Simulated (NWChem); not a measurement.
Atomisation of bromine monochloride (BrCl)

```
Cl
Br 1 2.1953
```
Charge 0, spin multiplicity 1.

All runs are NWChem calculations. The geometry was optimised at B3LYP/def2-SVP, a minimum by its harmonic frequencies.

Basis set: def2-TZVP. The atomisation energy is electronic alone: no zero-point, thermal, spin-orbit or counterpoise terms. No value is extrapolated to the basis-set limit. Free atoms are single determinants with multiplicities Cl 2, Br 2.

The Hamiltonian is non-relativistic. B3LYP has NWChem's definition, with VWN1-RPA local correlation. No SCF solution was tested for a lower state. Open-shell Hartree-Fock references start from PBE0 orbitals.

Problem. One of these methods gave an atomisation energy of 16.0 kcal/mol. Which?
(A) BLYP
(B) HF
(C) PBE
(D) B3LYP

Solution. B, HF. The others give 55.0 (BLYP), 52.0 (B3LYP), 61.3 (PBE).
